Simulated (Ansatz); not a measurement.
One change: `CO[CH2][SbH2]` becomes `BBCOC`.

Ansatz, PBE0-D4/def2-TZVP geometries, multiplicity 1. Each molecule was computed in one conformer, which needn't be the lowest.

Elements past krypton have def2 core potentials.  Spin–orbit coupling is left out; it splits and shifts lone-pair levels of the heavy atoms by tenths of an eV.

| property | `CO[CH2][SbH2]` |
| --- | --- |
| HOMO energy (ωB97M-V/def2-TZVPP) / eV | -9.18 |
| HOMO–LUMO gap (ωB97M-V/def2-TZVPP) / eV | 10.52 |
| LUMO energy (PBE/def2-TZVPP) / eV | -1.02 |
| HOMO–LUMO gap (B3LYP/def2-TZVPP) / eV | 6.41 |
| HOMO–LUMO gap (PBE/def2-TZVPP) / eV | 4.99 |
| size of the dipole moment (B3LYP/def2-TZVPP) / D | 1.41 |

(1) Give the same properties after the change, and the shifts. (Best estimate.)

Answers

(1) Ansatz gave: 
| property | `BBCOC` | shift |
| --- | --- | --- |
| HOMO energy (ωB97M-V/def2-TZVPP) / eV | -9.91 | -0.73 |
| HOMO–LUMO gap (ωB97M-V/def2-TZVPP) / eV | 10.11 | -0.41 |
| LUMO energy (PBE/def2-TZVPP) / eV | -2.71 | -1.69 |
| HOMO–LUMO gap (B3LYP/def2-TZVPP) / eV | 5.34 | -1.07 |
| HOMO–LUMO gap (PBE/def2-TZVPP) / eV | 3.22 | -1.77 |
| size of the dipole moment (B3LYP/def2-TZVPP) / D | 1.49 | 0.08 |

With PBE0 the HOMO falls by 0.43 eV and the LUMO falls by 1.45 eV, so the gap narrows by about 1.02 eV. PBE moves the HOMO by 0.08 eV and ωB97M-V by -0.73 eV. Dipoles are sizes alone; their direction can turn.

B3LYP here is the variant with VWN-RPA as its local correlation; programs differ in this.
